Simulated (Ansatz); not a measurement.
Frontier orbitals of H4OS3Zr (`[OH][Zr]([SH])([SH])[SH]`).

Z-matrix (Å, degrees):
```
Zr
S 1 2.438
S 1 2.435 2 106.3
O 1 1.894 2 114.0 3 120.1
S 1 2.445 2 105.8 3 -118.3
H 2 1.349 1 90.6 3 -178.2
H 3 1.348 1 89.8 2 -79.7
H 4 0.954 1 165.5 2 -1.1
H 5 1.348 1 91.5 2 -155.5
```

The species carries charge 0 and has multiplicity 1. Correlated methods include outer-core shells of Zr, which these sets cover unevenly. Zr takes the def2 core potential. The geometry is a stationary point of PBE0-D4/def2-TZVP. It is one conformer, not always the lowest. Basis def2-TZVPP, Ansatz.

```json
{"functional": "PBE", "HOMO (eV)": "-6.35", "LUMO (eV)": "-2.69", "gap (eV)": "3.66"}
{"functional": "r2SCAN", "HOMO (eV)": "-6.64", "LUMO (eV)": "-2.55", "gap (eV)": "4.09"}
{"functional": "PBE0", "HOMO (eV)": "-7.52", "LUMO (eV)": "-1.89", "gap (eV)": "5.63"}
{"functional": "r2SCANh", "HOMO (eV)": "-7.07", "LUMO (eV)": "-2.25", "gap (eV)": "4.82"}
{"functional": "r2SCAN0", "HOMO (eV)": "-7.72", "LUMO (eV)": "-1.80", "gap (eV)": "5.92"}
{"functional": "BHLYP", "HOMO (eV)": "-8.53", "LUMO (eV)": "-0.91", "gap (eV)": "7.62"}
{"functional": "ωB97X-V", "HOMO (eV)": "-9.81", "LUMO (eV)": "0.20", "gap (eV)": "10.01"}
{"functional": "ωB97M-V", "HOMO (eV)": "-9.64", "LUMO (eV)": "0.13", "gap (eV)": "9.77"}
```

A quarter of exact exchange (PBE0) shifts PBE's HOMO by −1.17 eV and its LUMO by +0.80 eV; full exchange at long range (ωB97M-V) shifts them by −3.29 and +2.82 eV. The gap opens from 3.66 to 9.77 eV, since occupied levels lose self-interaction and empty ones feel all the electrons. A positive LUMO is unbound and depends on the basis.
